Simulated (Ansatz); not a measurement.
Results of the Gaussian-basis code of Ansatz.

`B[NH][GaH][CH3]` at its PBE0-D4/def2-TZVP geometry, where that method's forces vanish. The species carries charge 0 and has multiplicity 1.

| atom | x (Å) | y (Å) | z (Å) |
| --- | --- | --- | --- |
| B1 | -1.165 | -1.084 | -1.122 |
| N2 | -1.083 | -0.921 | 0.263 |
| Ga3 | 0.123 | 0.183 | 1.157 |
| C4 | 1.387 | 1.202 | 0.069 |
| H5 | -0.405 | -0.476 | -1.827 |
| H6 | -1.982 | -1.820 | -1.605 |
| H7 | -1.738 | -1.448 | 0.824 |
| H8 | -0.019 | 0.172 | 2.718 |
| H9 | 1.958 | 0.527 | -0.574 |
| H10 | 0.845 | 1.888 | -0.587 |
| H11 | 2.080 | 1.777 | 0.683 |

Question: For each bond, give half the difference of the two atoms' forces along it (eV/Å; positive pushes the atoms apart) under PBE-D4, r2SCAN-D4, B3LYP-D4, ωB97M-V in def2-TZVPP. (Best estimate.)

Answer: The calculation gave: 
```csv
bond,length (Å),PBE-D4,r2SCAN-D4,B3LYP-D4,ωB97M-V
B1–N2,1.397,0.12,0.14,0.09,0.15
B1–H5,1.202,-0.01,-0.06,-0.12,-0.10
B1–H6,1.201,0.00,-0.06,-0.12,-0.13
N2–Ga3,1.864,0.12,-0.01,0.14,0.04
N2–H7,1.010,0.20,0.01,-0.05,-0.07
Ga3–C4,1.954,-0.04,-0.01,0.17,0.04
Ga3–H8,1.568,-0.04,-0.10,-0.13,-0.13
C4–H9,1.092,0.11,0.00,-0.07,-0.05
C4–H10,1.093,0.11,0.00,-0.07,-0.05
C4–H11,1.090,0.10,-0.01,-0.07,-0.05
```

B3LYP here is the variant with VWN-RPA as its local correlation; programs differ in this.
